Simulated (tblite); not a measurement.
Compound: C₅H₆BCl₃.
SMILES with atom numbers: `[CH2:1]=[C:2](/[CH:3]=[CH:4]\[CH2:5][Cl:6])[B:7]([Cl:8])[Cl:9]` (hydrogens: H10, H11 on C1; H12 on C3; H13 on C4; H14, H15 on C5)

Computed with GFN2-xTB (tblite), gas phase: L-BFGS steps from a force-field or distance-geometry start until the largest atomic force falls under 0.01 eV/Å.

The end geometry, which sets the zero of energy:
```
atom  x, y, z in Å
C1     -1.2661   -1.6986   -0.5344
C2     -0.8371   -0.4497   -0.3062
C3     -0.7742    0.0368    1.0869
C4      0.2842    0.5821    1.6760
C5      1.6321    0.7264    1.0678
Cl6     2.7616   -0.3977    1.9043
B7     -0.4912    0.5209   -1.4847
Cl8    -0.2612   -0.0699   -3.0815
Cl9    -0.3930    2.2223   -1.2202
H10    -1.5453   -2.3583    0.2711
H11    -1.3370   -2.0950   -1.5329
H12    -1.6855   -0.0841    1.6571
H13     0.2180    0.8938    2.7092
H14     2.0388    1.7272    1.2112
H15     1.6515    0.4518    0.0147
```

Task: These geometries come from the run, each turned onto the end geometry. Order them by energy, lowest first.
A.
```
atom  x, y, z in Å
C1     -1.2581   -1.7036   -0.5559
C2     -0.8316   -0.4534   -0.3248
C3     -0.7655    0.0222    1.0726
C4      0.2864    0.5569    1.6813
C5      1.6423    0.7145    1.0941
Cl6     2.8145   -0.2353    2.0719
B7     -0.5086    0.5279   -1.5017
Cl8    -0.5339   -0.0126   -3.1336
Cl9    -0.1853    2.1960   -1.2122
H10    -1.5231   -2.3715    0.2482
H11    -1.3454   -2.0922   -1.5562
H12    -1.6851   -0.0940    1.6299
H13     0.2030    0.8673    2.7139
H14     1.9794    1.7509    1.1353
H15     1.7064    0.3351    0.0756
```
B.
```
atom  x, y, z in Å
C1     -1.1587   -1.6238   -0.5883
C2     -0.8503   -0.3487   -0.3313
C3     -0.8061    0.0913    1.0872
C4      0.3065    0.4478    1.7190
C5      1.6685    0.3776    1.1054
Cl6     2.9232    0.7538    2.2989
B7     -0.5877    0.6873   -1.4904
Cl8    -0.4886    0.1540   -3.2494
Cl9    -0.4744    2.4889   -1.1195
H10    -1.3736   -2.3203    0.2202
H11    -1.2380   -1.9935   -1.6038
H12    -1.7489    0.0775    1.6412
H13     0.2211    0.7316    2.7785
H14     1.7490    1.1157    0.2707
H15     1.8535   -0.6312    0.7001
```
C.
```
atom  x, y, z in Å
C1     -1.2581   -1.7007   -0.5623
C2     -0.8483   -0.4463   -0.3292
C3     -0.7755    0.0227    1.0697
C4      0.2873    0.5458    1.6685
C5      1.6496    0.6978    1.0897
Cl6     2.8295   -0.1650    2.1356
B7     -0.5312    0.5442   -1.4985
Cl8    -0.5569    0.0151   -3.1353
Cl9    -0.1664    2.1968   -1.1867
H10    -1.5174   -2.3701    0.2413
H11    -1.3274   -2.0986   -1.5598
H12    -1.6907   -0.0809    1.6398
H13     0.2013    0.8440    2.7025
H14     1.9673    1.7428    1.0684
H15     1.7324    0.2604    0.0947
```
D.
```
atom  x, y, z in Å
C1     -1.2527   -1.6911   -0.5759
C2     -0.8431   -0.4391   -0.3304
C3     -0.7834    0.0339    1.0689
C4      0.2948    0.5056    1.6789
C5      1.6499    0.6156    1.0709
Cl6     2.8638    0.0426    2.2957
B7     -0.5251    0.5787   -1.4775
Cl8    -0.5699    0.0951   -3.1212
Cl9    -0.2300    2.2459   -1.1286
H10    -1.5135   -2.3725    0.2179
H11    -1.2820   -2.0744   -1.5805
H12    -1.7079   -0.0457    1.6225
H13     0.2462    0.8454    2.7033
H14     1.9032    1.6686    0.8356
H15     1.7453   -0.0006    0.1588
```
E.
```
atom  x, y, z in Å
C1     -1.1721   -1.6197   -0.5986
C2     -0.8586   -0.3442   -0.3395
C3     -0.8092    0.0942    1.0760
C4      0.2984    0.4325    1.7208
C5      1.6586    0.3867    1.0984
Cl6     2.9327    0.7571    2.2881
B7     -0.6098    0.6965   -1.4821
Cl8    -0.4946    0.1893   -3.1199
Cl9    -0.4733    2.3776   -1.1383
H10    -1.3710   -2.3187    0.1994
H11    -1.2297   -1.9933   -1.6076
H12    -1.7625    0.1073    1.5881
H13     0.2607    0.7314    2.7585
H14     1.7536    1.1202    0.2935
H15     1.8724   -0.6087    0.7016
```

Result: A (0.006 eV), C (0.010 eV), D (0.048 eV), E (0.086 eV), B (0.387 eV).

In the order of the answer:

```csv
step,E above end (eV),largest force (eV/Å),rms force component (eV/Å),rms distance from end (Å),rms bond change (Å),bond most changed (Å)
78,0.006,0.03,0.011,0.121,0.001,C5–Cl6 -0.002
63,0.010,0.10,0.033,0.153,0.002,B7–Cl9 -0.004
53,0.048,0.53,0.153,0.253,0.008,C5–H14 +0.019
12,0.086,0.06,0.021,0.576,0.006,C5–Cl6 -0.018
0,0.387,1.89,0.497,0.582,0.048,B7–Cl8 +0.123
```

What follows is the cost of the whole relaxation. The run took 1.0 s on an Arm Neoverse V1 with one thread, shared host with 32 logical CPUs at a one-minute load of 28.
